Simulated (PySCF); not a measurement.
## Working out the ionisation energy of O²⁺

O²⁺ [He] 2s2 2p2 (3P) → O³⁺ [He] 2s2 2p1 (2P). Calculation: PySCF 2.14, in x2c-TZVPPall with one added diffuse shell each of s, p, d type (6s4p3d1f, 40 functions); the spin-free X2C one-electron Hamiltonian (Gaussian nucleus). Frozen: nothing. Energies in hartree (1 hartree = 27.21139 eV):

```tsv
part	O²⁺ (lower)	O³⁺ (upper)
UHF	-73.156102	-71.149602
CCSD correlation	-0.113041	-0.106669
(T)	-0.001404	-0.001103
```

What does Hartree-Fock give?

(-71.149602) − (-73.156102) = 2.006500 hartree = 54.600 eV.

What do CCSD and CCSD(T) give?

The CCSD correlation energies differ by 0.006372 hartree = 0.173 eV and the triples by 0.000301 hartree = 0.008 eV, so CCSD gives 54.773 eV and CCSD(T) 54.781 eV.

A first-order spin-orbit estimate adds -0.005 eV to CCSD(T) (valence and next inner shell), giving 54.776 eV against 54.936 eV (semi-empirical (NIST evaluation); NIST Atomic Spectra Database, ionization energies).

What remains against the reference includes basis incompleteness and higher excitations.
